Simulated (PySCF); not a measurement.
# Correlation energy of Sn³²⁺ (tin, charge +32)

Starting occupation: [Ar]. All numbers are calculated (PySCF 2.14, X2C-1e with screened-nucleus spin-orbit coupling, Gaussian nucleus, in an even-tempered Gaussian basis (18 s from 1.9 bohr⁻², ratio 2.6; 14 p from 2.4 bohr⁻², ratio 2.6; 6 d from 2.5 bohr⁻², ratio 2.8; 3 f from 45 bohr⁻², ratio 2.8)). Frozen: [Ne]; 8 electrons correlated; the 62 highest virtual spinors left out.

MP2 pair energies summed by pair of shells (mhartree):

```
       pair   energy  share (%)
3p3/2-3p3/2  -159.36       40.5
3p1/2-3p3/2  -146.68       37.3
3p1/2-3p1/2   -38.97        9.9
3p3/2-3s1/2   -22.78        5.8
3s1/2-3s1/2   -13.90        3.5
3p1/2-3s1/2   -11.91        3.0
```

Total MP2 correlation energy: -393.60 mhartree.

The virtual space was cut to 50 spinors, which keep -379.26 of the -393.60 mhartree of MP2 correlation.

```json
{"level": "CCSD", "correlation energy (mhartree)": "-419.17"}
{"level": "(T)", "correlation energy (mhartree)": "-2.61"}
{"level": "CCSD(T)", "correlation energy (mhartree)": "-421.78"}
```

Diagnostics: T1 = 0.00036, largest double amplitude 0.042.

Cost of the coupled-cluster step: of the order of 19 core-seconds, for 8 occupied and 50 virtual spinors.

Iterations:

```
Init t2, MP2 energy = -0.379255147246056
CCSD nocc = 8, nmo = 58
Init t2, MP2 energy = -0.379255147246056
Init E_corr(GCCSD) = -0.379255147246056
cycle = 1  E_corr(GCCSD) = -0.412886065565296  dE = -0.0336309183  norm(t1,t2) = 0.0160384
cycle = 2  E_corr(GCCSD) = -0.417962652751031  dE = -0.00507658719  norm(t1,t2) = 0.00330932
cycle = 3  E_corr(GCCSD) = -0.419202268711065  dE = -0.00123961596  norm(t1,t2) = 0.000904408
cycle = 4  E_corr(GCCSD) = -0.419165880382332  dE = 3.63883287e-05  norm(t1,t2) = 8.86149e-05
cycle = 5  E_corr(GCCSD) = -0.419166385279741  dE = -5.04897409e-07  norm(t1,t2) = 6.67646e-06
cycle = 6  E_corr(GCCSD) = -0.419166319108438  dE = 6.61713021e-08  norm(t1,t2) = 4.94027e-07
cycle = 7  E_corr(GCCSD) = -0.419166321458932  dE = -2.35049319e-09  norm(t1,t2) = 5.04127e-08
GCCSD converged
E(GCCSD) = -5419.299247293801  E_corr = -0.4191663214589316
```

The coupled-cluster values are those of the cut space; adding the MP2 remainder, -14.34 mhartree, estimates the full space.

At this charge the one-electron X2C treatment keeps the bare 1/r₁₂, with no two-electron picture change or Breit term. The effect here is smaller than on the frozen 1s shell.
